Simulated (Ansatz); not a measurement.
`C=C(N)[O][GeH3]`. The species carries charge 0 and has multiplicity 1. Correlated methods include outer-core shells of Ge, which these sets cover unevenly. Scalar relativity is left out up to krypton.

Cartesian coordinates in Å:
```
C 1.739 -0.914 0.471
C 0.534 -0.567 0.018
N -0.675 -1.136 0.425
O 0.367 0.435 -0.869
Ge -0.926 1.657 -0.558
H 2.606 -0.328 0.203
H 1.867 -1.783 1.100
H -1.255 -1.429 -0.350
H -0.560 -1.883 1.094
H -2.297 1.082 -0.945
H -0.527 2.794 -1.506
H -0.871 2.072 0.917
```

**Question.** Give the diagnostics of a CCSD(T)/def2-TZVPP run (frozen core, Ansatz 0.2.0). (An estimate is asked.)

**Answer.** The calculation gave: T1 = 0.0124, largest single amplitude 0.017, largest double 0.035, (T) share of the correlation energy 3.9 %, 9 CCSD cycles. The RHF solution is stable towards an unrestricted one. T1 lies under the customary mark of 0.02 for closed shells.
